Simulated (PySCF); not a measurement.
Species: C7H7Cl2N.
Numbering: `[N:1]#[C:2][C@@:3]12[CH2:4][CH2:5][C@@H:6]1[C@H:7]2[CH:8]([Cl:9])[Cl:10]` (hydrogens: H11, H12 on C4; H13, H14 on C5; H15 on C6; H16 on C7; H17 on C8)

Computed by this run: PBE0-D3(BJ)/def2-SVP geometry optimisation, gas phase (PySCF 2.14.0); density fitting, grid level 1; the optimiser is geomeTRIC in internal coordinates, started from a GFN2-xTB structure.

Step 0: E = -33873.9519 eV
```
atom  x, y, z in Å  |  force x, y, z in eV/Å
N1      1.6736    2.6444   -0.4156    0.743   1.602  -0.061
C2      1.1838    1.6087   -0.3799   -0.399  -0.772   0.073
C3      0.6092    0.3246   -0.3246   -0.368  -0.669  -0.244
C4      1.2080   -0.9383   -0.9496   -0.152   0.085   0.168
C5      0.7407   -1.7476    0.2785   -0.125   0.285  -0.039
C6      0.1424   -0.4835    0.8779   -0.248  -0.268  -0.383
C7     -0.8663    0.0920   -0.0669    0.476   0.316   0.475
C8     -1.6752    1.2615    0.3990   -0.302  -0.198  -0.235
Cl9    -2.2870    2.1853   -0.9980    0.154   0.012   0.029
Cl10   -3.0537    0.6935    1.3784    0.064  -0.027   0.118
H11     2.2896   -0.8864   -1.0473    0.355   0.032  -0.008
H12     0.7723   -1.2193   -1.9073   -0.105  -0.055  -0.380
H13     1.5650   -2.1463    0.8641    0.304  -0.133   0.195
H14     0.0241   -2.5430    0.0800   -0.242  -0.342  -0.014
H15     0.1656   -0.2154    1.9210   -0.009   0.257   0.529
H16    -1.4011   -0.5710   -0.7367   -0.225  -0.250  -0.313
H17    -1.0980    1.9528    1.0173    0.078   0.124   0.091
```

Question: Estimate the geometry and energy of step 1. (The exact step hangs on the optimiser's Hessian estimate; all steps are aligned on step 0, rigid shifts and turns removed.)

Answer: E = -33874.0022 eV, largest force 0.138 eV/Å
```
atom  x, y, z in Å  |  force x, y, z in eV/Å
N1      1.6713    2.6720   -0.4085    0.006   0.037   0.011
C2      1.1802    1.6222   -0.3816    0.004  -0.034  -0.015
C3      0.5985    0.3177   -0.3442    0.008   0.058  -0.003
C4      1.2085   -0.9461   -0.9538    0.038   0.008  -0.086
C5      0.7303   -1.7542    0.2791   -0.003  -0.090   0.048
C6      0.1227   -0.4902    0.8687   -0.018   0.031   0.119
C7     -0.8699    0.0912   -0.0767   -0.044  -0.081  -0.070
C8     -1.6798    1.2564    0.3964    0.086   0.045   0.098
Cl9    -2.2756    2.1947   -0.9870   -0.043   0.002  -0.016
Cl10   -3.0217    0.6869    1.4250   -0.002   0.017  -0.039
H11     2.3030   -0.8865   -1.0248   -0.034   0.004   0.010
H12     0.7999   -1.2282   -1.9364    0.013   0.000   0.014
H13     1.5671   -2.1444    0.8750   -0.020   0.021  -0.022
H14     0.0176   -2.5730    0.0924    0.019   0.010   0.008
H15     0.1432   -0.1853    1.9198    0.006  -0.021  -0.063
H16    -1.4150   -0.5703   -0.7646    0.019   0.041   0.046
H17    -1.0871    1.9491    1.0113   -0.034  -0.048  -0.037
```

The energy changes by -0.0503 eV. The first-order estimate −F·Δx gives -0.1070 eV and the mean of the old and new forces, exact on a quadratic surface, -0.0508 eV. The step makes an angle of 68° with the force vector and moves no atom by more than 0.057 Å.

The cost below is that of the whole optimisation. Cost: about 2.9 min of CPU time on one thread; the machine was shared, so the figure is rough.
